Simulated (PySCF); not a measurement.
Computed Raman spectrum (relative Raman activity) of a molecule C2H6OSi2. Geometry optimised at ωB97X-D3(BJ)/def2-SVP. Other conformers were not sampled. Method: ωB97X-D3(BJ)/def2-SVP in PySCF. Frequencies are harmonic and unscaled.

Lines under 2 % of the strongest are left out, and lines within 2 cm⁻¹ are merged.

```tsv
ν (cm⁻¹)	relative intensity
192	2.6
239	5.0
448	12
585	2.6
724	5.6
734	6.6
791	5.8
833	3.0
931	8.9
954	5.7
977	5.9
2184	69
2230	64
2256	89
2261	53
2277	100
3467	19
3888	19
```

Question: Which molecule gave these data?
A. C=C1O[SiH2][SiH2]1
B. [SiH3][Si@@H]1C=CO1
C. C#C[SiH2][SiH2]O
D. C#C[Si@H](O)[SiH3]

Answer: C, C#C[SiH2][SiH2]O
